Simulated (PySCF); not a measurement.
# Structure from 2D NMR

Compound of formula C$_{3}$H$_{7}$F$_{3}$O$_{2}$Si. Correlations simulated from computed shifts and the bond graph:

HSQC (one-bond C–H):
```tsv
δH	δC
4.01	53.2
```

HMBC (two and three bonds, from the bond graph):
```tsv
δH	δC
4.69	135.9, 53.2
```

Carbons without hydrogens: δ 135.9.

Method: geometry: GFN2-xTB, GIAO PBE0/pcSseg-1 shieldings, in PySCF 2.14.0 with density-fitted response routines (isolated molecule, non-relativistic Hamiltonian, a single conformation, equivalent nuclei averaged).

References, each an isolated molecule treated in the same way: 1H and 13C against TMS.

Exchangeable hydrogens are left out of these lists.

Which molecule is this?

Results:

`C([SiH](OC)OC)(F)(F)F`.

Numbering as in the mapped SMILES `[CH3:1][O:2][SiH:3]([O:4][CH3:5])[C:6]([F:7])([F:8])[F:9]` (H(Xn): hydrogen on atom n).

- δC 135.9 is C6, a CF3 carbon.
- δC 53.2 is C1/C5, a methyl carbon bonded to O (δH 4.01).
- HMBC from δH 4.69 reaches the proton-free carbon C6.

This is the structure that produced the data.

Shifts are as computed. Against solution values, carbons near 30 ppm lie about +3 ppm off and those near 130 ppm about +5 ppm. Of 1211 compounds with measured shifts, 218 miss one by over three times the rms of a fit or turn the order of signals round; such compounds aren't used in these exercises.
